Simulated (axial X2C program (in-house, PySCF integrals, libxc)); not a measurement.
Levels of GeBr by electron attachment to GeBr⁺ (EOM-EA-CCSD)

Calculated with an in-house all-electron X2C program for linear molecules (integrals from PySCF): two-component X2C with atomic mean-field Coulomb and Gaunt terms, Gaussian nuclei, basis Br dyall-acv3z, Ge dyall-acv3z with contracted cores.

R = 2.328 Å (near the PBE0 minimum at charge 0 of the determinant lowest at the starting distance; the state shown can have its own minimum elsewhere).

Levels of GeBr obtained by attaching an electron to GeBr⁺:

```tsv
Ω	binding energy (eV)	above lowest (cm⁻¹)	attached spinor	one-particle weight
1/2	7.260	0	79% Ge pπ, 9% Br dπ, 6% Br pπ	0.95
3/2	7.139	976	78% Ge pπ, 9% Br dπ, 7% Br pπ	0.95
1/2	4.397	23096	48% Ge pσ, 17% Ge dσ, 14% Br pσ	0.96
1/2	3.076	33751	76% Ge sσ, 10% Br sσ, 7% Ge dσ	0.98
1/2	2.055	41985	87% Ge pπ, 10% Br pπ	0.99
3/2	2.048	42044	86% Ge pπ, 10% Br pπ	0.99
```

What is the splitting of the first π pair in the table, and is it regular or inverted?

E(3/2) − E(1/2) = 976 − 0 = 976 cm⁻¹ at EOM-EA-CCSD: regular, Ω = 1/2 lower. Splittings at this level can be off by ten to twenty per cent.

This point took 12 s on 1 thread of Intel(R) Xeon(R) Processor @ 2.30GHz, on a shared host.

Reference electrons by ω block (each with its −ω partner): 1/2: 22, 3/2: 9, 5/2: 2. 10 electrons of GeBr⁺ correlated (inner shells frozen), 92 natural virtual spinors (a truncated set); levels can be off by some tenths of an eV. Roots sought by Ω: (1/2: 5, 3/2: 4, 5/2: 2, 7/2: 1); the list ends where they run out and leaves out roots under 60 % one-particle weight. The solver can skip a root, and states that need a further excitation, which the method places far too high, are missing though they may lie low or lowest. T1 of the reference 0.026 (Lee–Taylor). The reference was not checked to be the lowest state of its species. Number of frozen shells: Br 3 s, 2 p, 1 d; Ge 3 s, 2 p, 1 d. Large amplitudes in the reference (orbital relaxation or multireference character) lower the reliability.
